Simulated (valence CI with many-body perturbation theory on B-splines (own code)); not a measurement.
E1 line list for Mg VII

Calculated by configuration interaction combined with many-body perturbation theory (CI+MBPT): four valence electrons over a frozen Dirac-Fock core [He], radial functions for each j: 11 s, 11 p, 10 d, 8 f, 5 g, 2 h, with the one-electron correlation potential Σ1, the two-electron term Σ2, the three-electron term Σ3, Breit, model QED; selected CI, second order for the rest, scaled by the run's own slope (own B-spline code, finite nucleus).

Set against measurement, 63 paired levels are off by 196 cm⁻¹ on average, the worst by 708. These come from a selection out of NIST levels in Kelleher and Podobedova, J. Phys. Chem. Ref. Data 37, 267 (2008). Levels without a partner in it may be off by more. Among the levels kept, up to 1300 cm⁻¹ of a level comes from second order outside the variational space, and about a tenth of that is noise between levels of different J, which matters for small intervals. 3 measured levels below the end of the list, from 1357170 cm⁻¹ on, found no clear computed partner, and computed levels of the same name lie up to 108233 cm⁻¹ from them.

Lines 1 to 50 of 554 in falling wavelength, among levels below 1505500 cm⁻¹, chosen from the strongest by gf and those to the six lowest levels. Wavelengths and rates use the calculated energies, so an error of 200 cm⁻¹ moves a line at 1812 nm by 3.6 % and its rate by three times that or more. Electric multipoles are in the length gauge, E1 and E2 with the static RPA response of the core. Weak lines are less certain than strong ones. Lines between different terms over intervals too small for the method are left out, as are lines whose strength nearly cancels. Where a level lies close to another of its J and parity, the split of strength between their lines is uncertain. The highest levels of a list are the least certain.

Names give the largest LS component (configuration and term), which can be under half, so a name can repeat, a term be missing and a line seem to break the LS rules; names also repeat where a configuration has a term twice. Letters in brackets count levels of one name in rising energy.

| λ vac (nm) | Upper | Lower | A (s⁻¹) | log gf | Branch % |
| --- | --- | --- | --- | --- | --- |
| 1812 | 2s²2p4f ¹G_4 | 2s²2p4d ¹F°_3 | 4.38e+05 | -0.71 | 0.0 |
| 1057 | 2s²2p4f ¹F_3 | 2s²2p4d ¹D°_2 | 1.31e+06 | -0.81 | 0.0 |
| 648.2 | 2s²2p4f ³G_3 | 2s²2p4d ¹D°_2 | 4.20e+06 | -0.73 | 0.0 |
| 620.8 | 2s²2p4f ³G_4 | 2s²2p4d ³F°_3 | 1.01e+07 | -0.28 | 0.0 |
| 618.9 | 2s²2p4d ¹P°_1 | 2s²2p4p ¹S_0 | 9.39e+06 | -0.79 | 0.0 |
| 603.3 | 2s²2p4p ³D_3 | 2s2p²3p ³P°_2 [c] | 4.16e+06 | -0.80 | 0.0 |
| 599.2 | 2s²2p4f ³G_5 | 2s²2p4d ³F°_4 | 2.16e+07 | 0.11 | 0.1 |
| 565.7 | 2s²2p4f ³G_3 | 2s²2p4d ³F°_2 | 1.52e+07 | -0.29 | 0.0 |
| 544.2 | 2s²2p4f ¹G_4 | 2s²2p4d ³F°_3 | 9.92e+06 | -0.40 | 0.0 |
| 465.2 | 2s²2p4d ³D°_2 | 2s2p²3d ¹P_1 [a] | 1.22e+07 | -0.70 | 0.0 |
| 449.6 | 2s²2p4d ³P°_2 | 2s²2p4p ³S_1 | 2.03e+07 | -0.51 | 0.0 |
| 442.1 | 2s²2p4d ³P°_1 | 2s²2p4p ³S_1 | 3.36e+07 | -0.53 | 0.0 |
| 441.2 | 2s²2p4d ³D°_3 | 2s²2p4p ³P_2 | 4.88e+07 | 0.00 | 0.0 |
| 440.8 | 2s²2p4d ³D°_1 | 2s²2p4p ³P_0 | 3.50e+07 | -0.51 | 0.0 |
| 438.5 | 2s²2p4d ³D°_2 | 2s²2p4p ³P_1 | 3.07e+07 | -0.35 | 0.0 |
| 432.1 | 2s²2p4p ³P_2 | 2s2p²3p ³P°_2 [c] | 1.17e+07 | -0.79 | 0.0 |
| 421.7 | 2s²2p4d ³P°_2 | 2s²2p4p ³P_2 | 3.43e+07 | -0.34 | 0.0 |
| 406.0 | 2s²2p4d ³F°_2 | 2s²2p4p ³D_1 | 4.71e+07 | -0.24 | 0.2 |
| 398.0 | 2s²2p4d ³F°_3 | 2s²2p4p ³D_2 | 7.40e+07 | 0.09 | 0.3 |
| 396.6 | 2s²2p4d ³F°_4 | 2s²2p4p ³D_3 | 9.79e+07 | 0.32 | 0.6 |
| 383.3 | 2s²2p4d ³F°_3 | 2s2p²3d ¹D_2 [a] | 1.76e+07 | -0.57 | 0.1 |
| 382.1 | 2s²2p4d ¹F°_3 | 2s²2p4p ¹D_2 | 1.13e+08 | 0.24 | 0.1 |
| 372.0 | 2s²2p4d ¹D°_2 | 2s²2p4p ³D_1 | 3.71e+07 | -0.41 | 0.1 |
| 350.5 | 2s²2p4d ³F°_2 | 2s²2p4p ¹P_1 | 2.29e+07 | -0.68 | 0.1 |
| 342.1 | 2s²2p4d ³D°_3 | 2s²2p4p ³D_3 | 4.15e+07 | -0.29 | 0.0 |
| 342.1 | 2s²2p4p ³D_1 | 2s²2p4s ³P°_1 | 2.76e+07 | -0.84 | 0.1 |
| 337.9 | 2s²2p4p ³D_3 | 2s²2p4s ³P°_2 | 9.41e+07 | 0.05 | 0.4 |
| 336.4 | 2s²2p4d ³D°_2 | 2s²2p4p ³D_2 | 2.53e+07 | -0.67 | 0.0 |
| 332.4 | 2s²2p4p ³D_1 | 2s²2p4s ³P°_0 | 5.43e+07 | -0.57 | 0.1 |
| 332.0 | 2s²2p4p ³D_2 | 2s²2p4s ³P°_1 | 6.77e+07 | -0.25 | 0.1 |
| 324.9 | 2s²2p4d ¹D°_2 | 2s²2p4p ¹P_1 | 3.51e+07 | -0.56 | 0.1 |
| 323.5 | 2s2p²3d ¹P_1 [a] | 2s²2p4s ¹P°_1 | 4.93e+07 | -0.63 | 0.1 |
| 299.4 | 2s²2p4d ³D°_2 | 2s2p²3d ³S_1 | 2.47e+07 | -0.78 | 0.0 |
| 295.0 | 2s2p²3d ³F_4 [c] | 2s²2p4d ³D°_3 | 4.20e+07 | -0.31 | 0.0 |
| 291.7 | 2s2p²3d ³F_3 [c] | 2s²2p4d ³D°_2 | 2.53e+07 | -0.65 | 0.0 |
| 289.9 | 2s²2p4p ¹D_2 | 2s²2p4s ¹P°_1 | 2.02e+08 | 0.11 | 0.9 |
| 280.2 | 2s²2p4d ³P°_2 | 2s2p²3d ³S_1 | 2.83e+07 | -0.78 | 0.0 |
| 276.5 | 2s²2p4p ³P_2 | 2s²2p4s ³P°_2 | 1.38e+08 | -0.10 | 0.4 |
| 272.5 | 2s²2p4p ³P_0 | 2s²2p4s ³P°_1 | 1.77e+08 | -0.71 | 0.4 |
| 270.0 | 2s²2p4p ³P_1 | 2s²2p4s ³P°_1 | 6.49e+07 | -0.67 | 0.1 |
| 265.7 | 2s²2p4p ³S_1 | 2s²2p4s ³P°_2 | 8.39e+07 | -0.57 | 0.1 |
| 263.9 | 2s²2p4p ³P_1 | 2s²2p4s ³P°_0 | 5.18e+07 | -0.79 | 0.1 |
| 261.8 | 2s²2p4d ³D°_3 | 2s2p²3d ³P_2 [b] | 2.30e+07 | -0.78 | 0.0 |
| 260.3 | 2s²2p4p ³P_2 | 2s²2p4s ³P°_1 | 3.57e+07 | -0.74 | 0.1 |
| 234.8 | 2s²2p3p ¹P_1 | 2s²2p3s ¹P°_1 | 8.93e+07 | -0.65 | 6.1 |
| 230.2 | 2s²2p4d ¹P°_1 | 2s²2p4p ¹P_1 | 7.57e+07 | -0.74 | 0.1 |
| 223.7 | 2s2p²3p ¹D°_2 [a] | 2s2p²3s ¹D_2 | 9.07e+07 | -0.47 | 0.1 |
| 221.4 | 2s²2p4p ¹S_0 | 2s²2p4s ¹P°_1 | 3.38e+08 | -0.61 | 0.7 |
| 206.4 | 2s2p²3d ³P_2 [a] | 2s2p²3p ³P°_2 [a] | 5.25e+07 | -0.78 | 0.0 |
| 204.9 | 2s²2p3d ¹P°_1 | 2s²2p3p ¹S_0 | 9.76e+07 | -0.73 | 0.0 |
